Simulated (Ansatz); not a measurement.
`[SiH3]OBS` + H–F → `FBS` + silanol  (ligand exchange at a B–O bond)

Program: Ansatz. Geometries: PBE0-D4/def2-TZVP. ΔE: electronic, gas phase. CBS: MP2 limit from def2 TZ/QZ plus the TZ coupled-cluster correction, frozen cores. This one scheme is used for every species. DFT in def2-TZVPP. HSE06 is defined as in plane-wave codes. One conformer a species, not always the lowest.

(1) Is it downhill or uphill in electronic energy at CCSD(T)/CBS, and by how much? (Best estimate.)

(2) What do these levels give: revPBE-D4, r2SCANh-D4, r2SCAN0-D4, HSE06-D4, ωB97M-V, PBE, BLYP, r2SCAN, HSE06, CCSD(T)/def2-SVP, CCSD(T)/def2-TZVPP, HF/CBS(def2)? (Best estimate.)

Largest T1 diagnostic among the species: 0.014.

## Answers

(1) The calculation gave: Downhill: ΔE = -0.06 eV.

(2) The calculation gave: revPBE-D4 -0.08, r2SCANh-D4 -0.14, r2SCAN0-D4 -0.12, HSE06-D4 -0.09, ωB97M-V -0.14, PBE -0.18, BLYP -0.23, r2SCAN -0.17, HSE06 -0.15, CCSD(T)/def2-SVP -0.15, CCSD(T)/def2-TZVPP -0.09, HF/CBS(def2) -0.20 eV.

In def2-TZVPP, CCSD(T) changes the Hartree–Fock value by +0.11 eV (the triples alone add +0.02 eV) and MP2 by +0.14 eV. Leaving LDA and LC-ωPBE aside and taking each functional with its dispersion term where it has one, the values, not all of them listed here, spread over 0.09 eV, from B97M-V to revPBE-D4. LDA lies +0.08 eV from PBE without D4.
